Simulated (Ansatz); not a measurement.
This geometry of Al2FHSe (5 atoms, charge 0, multiplicity 1) is a first-order saddle point.

All numbers below come from Ansatz 0.2.0, RKS BLYP-D4/def2-mTZVP.

```xyz
5
Properties=species:S:1:pos:R:3
F -1.271 -2.031 1.231
Al -0.203 -0.835 0.694
Al 0.816 1.338 -0.876
Se -1.279 0.408 -1.263
H 1.987 1.046 0.173
```

(1) Which two structures does it join? (They come from a converged band through this point; their orientation in space is the band's.)

(2) How far does it lie above each of them?

Results:

(1) Bonds broken: Al2–Al3, Al3–H5. Bonds formed: Al2–H5.

Initial state:

```xyz
5
Properties=species:S:1:pos:R:3
F -1.320 -2.219 1.317
Al -0.519 -0.951 0.576
Al 0.969 0.785 -0.211
Se -1.202 0.484 -1.189
H 2.122 1.828 -0.535
```

Final state:

```xyz
5
Properties=species:S:1:pos:R:3
F -0.685 -1.877 1.359
Al 0.005 -0.591 0.539
Al 0.475 2.117 -1.768
Se -1.207 0.435 -1.145
H 1.462 -0.158 0.974
```

(2) 1.34 eV above the first and 1.94 eV above the second. This is the barrier of this one path; another mechanism may lie lower. The orbitals stay closed-shell, which can raise the energy where a bond breaks towards radicals; this wasn't checked here.

Time of the run: 2.9 min on 2 threads of Arm Neoverse V1, on a shared host, peak memory 0.15 GiB.
